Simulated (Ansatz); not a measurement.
Born–Oppenheimer molecular dynamics of CH5ClSn (8 atoms, charge 0, multiplicity 1). It starts at the highest image of a converged band. Of that band: Neighbouring images differ by up to 1.8 eV, so the band resolves the path poorly. A vibrational analysis at the climbing image gives one clearly imaginary mode, 1039i cm⁻¹: a first-order saddle point.

Method: RKS B3LYP-D4/def2-SVP (Ansatz).

| Quantity | Value |
| --- | --- |
| ensemble | NVE (velocity Verlet) |
| time step | 0.5 fs |
| steps asked | 200 |
| starting velocities drawn for | 300 K |
| seed | 7052 |

First frame:

```xyz
8
Properties=species:S:1:pos:R:3
Sn 0.403 0.105 -0.508
C 1.146 -0.005 1.875
H 0.224 -0.451 2.270
H 2.008 -0.652 2.079
H 1.314 1.023 2.217
H 1.974 -0.142 0.102
H -0.572 1.429 -0.024
Cl -0.953 -1.854 -0.296
```

(1) How far do the bonds stretch over the last three quarters of this one trajectory? (Pairs bonded in most of those frames.)

## Answers

(1) 
```json
{"bond": "Sn1–C2", "mean (Å)": "2.275", "spread (Å)": "0.198", "shortest": "1.97", "longest": "2.54"}
{"bond": "Sn1–H6", "mean (Å)": "1.791", "spread (Å)": "0.099", "shortest": "1.62", "longest": "1.96"}
{"bond": "Sn1–H7", "mean (Å)": "1.765", "spread (Å)": "0.043", "shortest": "1.68", "longest": "1.85"}
{"bond": "Sn1–Cl8", "mean (Å)": "2.382", "spread (Å)": "0.031", "shortest": "2.34", "longest": "2.44"}
{"bond": "C2–H3", "mean (Å)": "1.108", "spread (Å)": "0.016", "shortest": "1.08", "longest": "1.14"}
{"bond": "C2–H4", "mean (Å)": "1.103", "spread (Å)": "0.013", "shortest": "1.07", "longest": "1.14"}
{"bond": "C2–H5", "mean (Å)": "1.104", "spread (Å)": "0.010", "shortest": "1.09", "longest": "1.13"}
```

Mean temperature of the second half: 1608 K. The conserved energy stayed within 0.16 meV per atom of its start (net change 0.00038 meV per atom), so the integration is sound. The kinetic energy rose, since the run started high on the potential surface and went downhill. A run of 0.1 ps of so small a system gives no equilibrium averages. The orbitals stay closed-shell, which can raise the energy where a bond breaks towards radicals; this wasn't checked here.

Run time: 14 min on 1 thread of Arm Neoverse V1 (shared host), peak memory 0.17 GiB.
